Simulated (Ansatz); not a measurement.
The same path of a periodic cell of 15 atoms, Zn12H2O (surface Zn(0001), adsorbate H2O) was run twice with different band settings. Lost on the way: O13–H14. Made: Zn10–O13, Zn12–O13.

Computed with Ansatz, DFT PBE-D3(BJ), scalar-relativistic, plane waves, PAW. Settings: cutoff 420 eV, k mesh 5x5x1, gaussian smearing 0.05 eV, no spin polarisation.

Relaxed end points:

```xyz
15
Lattice="5.3200 0.0000 0.0000 2.6600 4.6073 0.0000 0.0000 0.0000 17.9370" Properties=species:S:1:pos:R:3
Zn 0.000 0.000 1.000
Zn 2.660 0.000 1.000
Zn 1.330 2.304 1.000
Zn 3.990 2.304 1.000
Zn -0.004 1.538 3.358
Zn 2.662 1.538 3.354
Zn 1.330 3.840 3.339
Zn 3.990 3.834 3.361
Zn -0.001 0.001 5.663
Zn 2.661 0.001 5.659
Zn 1.332 2.304 5.660
Zn 3.982 2.293 5.852
O 4.129 2.531 8.448
H 5.103 2.506 8.455
H 3.927 3.483 8.384
```

```xyz
15
Lattice="5.3200 0.0000 0.0000 2.6600 4.6073 0.0000 0.0000 0.0000 17.9370" Properties=species:S:1:pos:R:3
Zn 0.000 0.000 1.000
Zn 2.660 0.000 1.000
Zn 1.330 2.304 1.000
Zn 3.990 2.304 1.000
Zn -0.016 1.550 3.299
Zn 2.678 1.524 3.373
Zn 1.310 3.843 3.305
Zn 4.008 3.826 3.513
Zn -0.072 0.040 5.516
Zn 2.713 -0.040 6.052
Zn 1.317 2.313 5.552
Zn 4.072 2.248 6.124
O 4.645 3.484 7.627
H 2.497 1.636 6.732
H 3.893 3.917 8.074
```

Common settings: climbing image yes; optimiser quadratic models (default); force threshold 0.05 eV/Å; end points relaxed; atoms held 1 to 4.

| run | movable images | spring | start path | iteration limit |
| --- | --- | --- | --- | --- |
| 1 | 7 | 1.0 eV/Å² | IDPP | 59 |
| 2 | 2 | 5.0 eV/Å² | default | 50 |

Task: What does each run give, and how far can it be trusted?

Result: Run 1: converged after 47 iterations, highest image 1.518 eV above the first end. The profile has 3 maxima (images 2, 5, 7) with wells between them (images 3, 6): this band takes more than one step, which may be the mechanism or a detour left from its start path. Neighbouring images differ by up to 1.5 eV, so the band resolves the path poorly. By the program's own check the climbing image is of a kind that is not told: the force calls were inconclusive, a negative curvature could not be distinguished from the path's own, the only one lies far off the path, or fixed occupations may fill a level only in part (lowest curvatures found: -4.54 and 0.09 eV/Å²).
Run 2: converged after 17 iterations, highest image 1.105 eV above the first end. The order of the stationary point at the top wasn't checked. So few images can step over the top or miss a turn of the path.
Limits of this set-up: coarse k mesh, thin slab, slab without dipole correction.
